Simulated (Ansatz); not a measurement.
(AgH)4 ring (Ag4H4). Charge 0, multiplicity 1. Geometry PBE0-D4/def2-SVP, basis def2-TZVP, Ansatz.

```
run  HOMO (eV)  LUMO (eV)
  A      -9.48       0.19
  B      -7.28      -1.71
  C      -6.13      -2.53
  D      -6.89      -2.06
  E      -6.24      -2.66
  F      -9.72       0.34
```

In the def2 sets Ag takes a core potential; there is no spin–orbit coupling. LC-ωPBE has ω = 0.4 bohr⁻¹. HSE06 is defined as in plane-wave codes, on full-range PBE exchange.

Question: The runs used HSE06, LC-ωPBE, PBE, PBE0, revPBE, ωB97X-V. Estimate which is which.

Answer: A ωB97X-V (range-separated); B PBE0 (25 % exact exchange); C revPBE (0 % exact exchange); D HSE06 (range-separated); E PBE (0 % exact exchange); F LC-ωPBE (range-separated). Exact exchange lowers occupied and raises empty levels; among semilocal functionals meta-GGAs tend to open the gap a little, and such runs are hard to tell apart. The gap grows from 3.58 eV (PBE) to 10.06 eV (LC-ωPBE).
